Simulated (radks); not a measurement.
Question: These are the eigenvalues of the occupied orbitals of an atom or ion with whole-number occupations (eV). All-electron calculation, Dirac Kohn-Sham, PBE, spin-unpolarised, spherical densities, point nucleus. Program: a radial shooting solver on a logarithmic mesh with Libxc functionals.

orbital  eigenvalue
1s1/2     -57957.51
2s1/2     -13012.24
2p1/2     -12639.64
2p3/2     -11809.37
3s1/2     -5370.090

Which element is it, and in what charge state? The configuration may be excited. Open shells, if any, are shared by 2j + 1.

Answer: Z = 66, dysprosium, charge +55: Dy55+ in [Ne] 3s1. The list shows which subshells hold electrons but not how many an open one holds; the 1s level, -2129.9 hartree, gives Z - s = 65.3 by -(Z - s)^2/2, which with screening and relativity narrows Z to a few neighbours, and the depths of the outer levels then fix element, charge and occupations together.
